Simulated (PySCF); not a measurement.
C2H6O, charge +1, doublet, geometry from GFN2-xTB (a state made from the parent by changing its charge; the spin is typed, not shown lowest), with bond 8-2 at 1.3 times its length; R2SCAN/STO-3G (PySCF).

PySCF was given this input:
```python
from pyscf import gto, scf, dft

mol = gto.Mole()
mol.atom = '''
    C    -1.190941    0.217814    0.238911
    C     0.048038   -0.353497   -0.350387
    O     1.255792    0.082793    0.056958
    H    -2.079775   -0.236263   -0.192337
    H    -1.246845    1.305401    0.097047
    H    -1.222434    0.087661    1.328941
    H     0.063537   -1.477895   -0.287394
    H     0.037580   -0.288405   -1.813051
    H     1.256603    0.776272    0.742453
'''
mol.basis = 'sto-3g'
mol.charge = 1
mol.spin = 1
mol.verbose = 4
mol.build()

mf = dft.UKS(mol)
mf.xc = 'r2scan'
mf.level_shift = 0.1
mf.max_cycle = 100
mf.kernel()
```

The log (banner, timings and long lists left out):

```
PySCF version 2.14.0

[INPUT] verbose = 4
[INPUT] num. atoms = 9
[INPUT] num. electrons = 25
[INPUT] charge = 1
[INPUT] spin (= nelec alpha-beta = 2S) = 1
[INPUT] symmetry False subgroup None
[INPUT] Mole.unit = angstrom
[INPUT] Symbol           X                Y                Z      unit          X                Y                Z       unit  Magmom
[INPUT]  1 C     -1.190941000000   0.217814000000   0.238911000000 AA   -2.250552320516   0.411608806096   0.451476358146 Bohr   0.0
[INPUT]  2 C      0.048038000000  -0.353497000000  -0.350387000000 AA    0.090778663572  -0.668012515855  -0.662135467608 Bohr   0.0
[INPUT]  3 O      1.255792000000   0.082793000000   0.056958000000 AA    2.373102949420   0.156456095031   0.107635020603 Bohr   0.0
[INPUT]  4 H     -2.079775000000  -0.236263000000  -0.192337000000 AA   -3.930205150717  -0.446472363368  -0.363464253620 Bohr   0.0
[INPUT]  5 H     -1.246845000000   1.305401000000   0.097047000000 AA   -2.356195569783   2.466850372733   0.183392251211 Bohr   0.0
[INPUT]  6 H     -1.222434000000   0.087661000000   1.328941000000 AA   -2.310065465357   0.165655281805   2.511334525706 Bohr   0.0
[INPUT]  7 H      0.063537000000  -1.477895000000  -0.287394000000 AA    0.120067528776  -2.792816790864  -0.543095949843 Bohr   0.0
[INPUT]  8 H      0.037580000000  -0.288405000000  -1.813051000000 AA    0.071015907761  -0.545006462955  -3.426169839869 Bohr   0.0
[INPUT]  9 H      1.256603000000   0.776272000000   0.742453000000 AA    2.374635517307   1.466941478168   1.403032830362 Bohr   0.0

nuclear repulsion = 81.594087128375
number of shells = 15
number of NR pGTOs = 63
number of NR cGTOs = 21
basis = sto-3g
ecp = {}

******** <class 'pyscf.dft.uks.UKS'> ********
method = UKS
initial guess = minao
damping factor = 0
level_shift factor = 0.1
DIIS = <class 'pyscf.scf.diis.CDIIS'>
diis_start_cycle = 1
diis_space = 8
diis_damp = 0
SCF conv_tol = 1e-09
SCF conv_tol_grad = None
SCF max_cycles = 100
direct_scf = True
direct_scf_tol = 1e-13
number electrons alpha = 13  beta = 12
XC library pyscf.dft.libxc version 7.1.2
    S. Lehtola, C. Steigemann, M. J. T. Oliveira, and M. A. L. Marques,  SoftwareX 7, 1–5 (2018)
XC functionals = r2scan
    J. W. Furness, A. D. Kaplan, J. Ning, J. P. Perdew, and J. Sun,  J. Phys. Chem. Lett. 11, 8208–8215 (2020)
    J. W. Furness, A. D. Kaplan, J. Ning, J. P. Perdew, and J. Sun,  J. Phys. Chem. Lett. 11, 9248–9248 (2020)
    J. W. Furness, A. D. Kaplan, J. Ning, J. P. Perdew, and J. Sun,  J. Phys. Chem. Lett. 11, 8208–8215 (2020)
    J. W. Furness, A. D. Kaplan, J. Ning, J. P. Perdew, and J. Sun,  J. Phys. Chem. Lett. 11, 9248–9248 (2020)
radial grids:
    Treutler-Ahlrichs [JCP 102, 346 (1995); DOI:10.1063/1.469408] (M4) radial grids

becke partition: Becke, JCP 88, 2547 (1988); DOI:10.1063/1.454033
pruning grids: <function nwchem_prune>
grids dens level: 3
symmetrized grids: False
atomic radii adjust function: <function treutler_atomic_radii_adjust>
small_rho_cutoff = 0
Set gradient conv threshold to 3.16228e-05
tot grids = 101168
init E= -153.014927679958

cycle= 1 E= -152.561496868117  delta_E= 0.453  |g|= 0.285  |ddm|= 2.41
cycle= 2 E= -152.514803483506  delta_E= 0.0467  |g|= 0.434  |ddm|= 0.848
cycle= 3 E= -152.616595750237  delta_E= -0.102  |g|= 0.103  |ddm|= 0.373
cycle= 4 E= -152.623447353809  delta_E= -0.00685  |g|= 0.0209  |ddm|= 0.111
cycle= 5 E= -152.623844088712  delta_E= -0.000397  |g|= 0.00564  |ddm|= 0.0367
cycle= 6 E= -152.623895799327  delta_E= -5.17e-05  |g|= 0.00235  |ddm|= 0.0153
cycle= 7 E= -152.62391063279  delta_E= -1.48e-05  |g|= 0.00102  |ddm|= 0.0091
cycle= 8 E= -152.623913842484  delta_E= -3.21e-06  |g|= 0.000412  |ddm|= 0.00466
cycle= 9 E= -152.623914463826  delta_E= -6.21e-07  |g|= 0.000157  |ddm|= 0.00204
cycle= 10 E= -152.623914587328  delta_E= -1.24e-07  |g|= 6.29e-05  |ddm|= 0.000951
cycle= 11 E= -152.623914610892  delta_E= -2.36e-08  |g|= 2.89e-05  |ddm|= 0.000426
cycle= 12 E= -152.623914615765  delta_E= -4.87e-09  |g|= 1.45e-05  |ddm|= 0.000191
cycle= 13 E= -152.623914616983  delta_E= -1.22e-09  |g|= 7.05e-06  |ddm|= 9.25e-05
cycle= 14 E= -152.623914617292  delta_E= -3.09e-10  |g|= 4.75e-06  |ddm|= 4.86e-05
Extra cycle  E= -152.623914617337  delta_E= -4.52e-11  |g|= 9.68e-06  |ddm|= 4.96e-05
converged SCF energy = -152.623914617337  <S^2> = 0.76429061  2S+1 = 2.0142399
```
